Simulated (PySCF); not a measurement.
C₃H₆BNO, SMILES B(C)(OC#N)C.

Coordinates come from a B3LYP-D3(BJ)/def2-SVP optimisation. This is a generated structure with no PubChem entry under its InChIKey; it may be hypothetical. One conformer was computed; it need not be the lowest.

Two levels are set side by side: TDDFT-PBE/def2-SVPD (PySCF) and TDDFT-ωB97X/def2-SVPD (PySCF). Vertical, same geometry. The lowest singlet is HOMO−1→LUMO 100 % with PBE and HOMO−1→LUMO 63 %, HOMO−2→LUMO 31 % with the other functional; states are paired by order. Differences are taken from unrounded values.

| quantity | TDDFT-ωB97X |
|---|---|
| lowest singlet excitation (eV) | 7.04 |
| lowest triplet excitation (TDA) (eV) | 6.54 |
| first bright state (f over 0.05) (eV) | 7.85 |
| its oscillator strength | 0.09 |

Task: What does TDDFT-PBE give, and how far is it from TDDFT-ωB97X? (Estimate from the structure and the level; the computed values follow.)

Result: 
| quantity | TDDFT-PBE | TDDFT-PBE minus TDDFT-ωB97X |
|---|---|---|
| lowest singlet excitation (eV) | 5.81 | -1.24 |
| lowest triplet excitation (TDA) (eV) | 5.43 | -1.11 |
| first bright state (f over 0.05) (eV) | 6.14 | -1.71 |
| its oscillator strength | 0.12 | 0.03 |

A lower first singlet is the usual sign of a functional without exact exchange. Differences between two approximate levels are no errors against the true value.

Rough cost on one machine, each run with all the roots and properties that it gave: TDDFT-ωB97X against TDDFT-PBE about 9 times.
